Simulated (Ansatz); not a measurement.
Gas-phase reaction (SMILES): C[N](C)[GeH3] → C[N](C)[GeH2-] + H+; deprotonation at the site shown.

Each molecule is optimised on its own at B3LYP-D3(BJ)/def2-TZVP (Ansatz, a program for electronic structure), one conformer each, not searched for the lowest. Valence correlation only, unless marked. No spin-orbit coupling. Frozen are the shells of the preceding noble gas and the d and f shells that filled before the atom's block. Non-relativistic. CBS(X,Y): correlation extrapolated as X^-3; Hartree-Fock from the larger set. Anions need diffuse functions, of which def2-TZVPD holds fewer than the aug- sets. Thermal terms are rigid-rotor harmonic-oscillator values from B3LYP-D3(BJ) frequencies (Ansatz) at 298.15 K and 1 atm. 1 Eh = 627.5095 kcal/mol. The proton has no electrons: its energy is zero and its thermal terms are those of translation.

| species | E, CCSD(T)/CBS(aug-cc-pVTZ,aug-cc-pVQZ) (Ansatz) (Eh) | E, PBE/def2-TZVPD (Ansatz) (Eh) | H - E (Eh) |
|---|---|---|---|
| C[N](C)[GeH3] | -2211.71590 | -2212.90739 | 0.11244 |
| C[N](C)[GeH2-] | -2211.13249 | -2212.33365 | 0.10007 |
| H+ | 0.00000 | 0.00000 | 0.00236 |

### Question
Work out ΔE and ΔH at 298.15 K at the first level, then ΔH at the second.

### Answer

1. ΔE = [(-2211.13249) + (0.00000)] - [(-2211.71590)] = 0.58341 Eh = 366.1 kcal/mol at CCSD(T)/CBS(aug-cc-pVTZ,aug-cc-pVQZ).
2. The terms H - E add up to -0.01001 Eh, so ΔH = (0.58341 + (-0.01001))×627.5095 = 359.8 kcal/mol.
3. At PBE/def2-TZVPD the same steps give ΔE = 360.0 and ΔH = 353.7 kcal/mol, a shift of -6.1 from the first level.
4. These values are not checked against measurement here, since the tables used lack a sound gas-phase enthalpy of formation for at least one species, or one in the same ion convention.
